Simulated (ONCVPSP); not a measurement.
## Pseudopotential generation for Cr (Z = 24): ONCV, PBE, scalar-relativistic.

ONCVPSP 4.0.1 input, shortened (lines: element, Z, core and valence counts, functional; n l f; lmax; l rc ep ncon nbas qcut; lloc lpopt rc5 dvloc0; l nproj debl; icmod fcfact rcfact), PBE, scalar-relativistic:

```
  Cr 24.00    3    4        4      upf
    1    0    2.00
    2    0    2.00
    2    1    6.00
    3    0    2.00
    3    1    6.00
    3    2    5.00
    4    0    1.00
    2
    0    1.80    0.00    4    9    5.40
    1    1.00    0.00    3    8    6.70
    2    1.45    0.00    5    9   11.80
    4    5    0.90    0.00
    0    2    2.20
    1    2    1.70
    2    2    1.30
    3    4.00    1.75
```

All-electron outer shells of the reference configuration (PBE, scalar-relativistic, ld1.x):

```csv
shell,level (eV),outermost node (bohr),outermost maximum (bohr)
2p,-560.70,–,0.20
3s,-73.99,0.36,0.78
3p,-45.44,0.33,0.80
4s,-4.01,1.12,2.74
3d,-2.91,–,0.84
```

Does the generator finish with these settings?

Yes, a potential is produced and its reference levels are reproduced.

Estimate the cutoffs (Ha) at which the residual kinetic energy of the hardest occupied pseudo-wave falls to 1 and 0.1 mHa per electron.

51 Ha and 63 Ha.

Does the potential have ghost states?

No bound ghost flagged; no localised positive-energy state flagged.

Its largest configuration-test error is +5.1 meV (3s2 3p6 3d4 4s1 4p1). 1 of 4 tests not solved or not reliable.
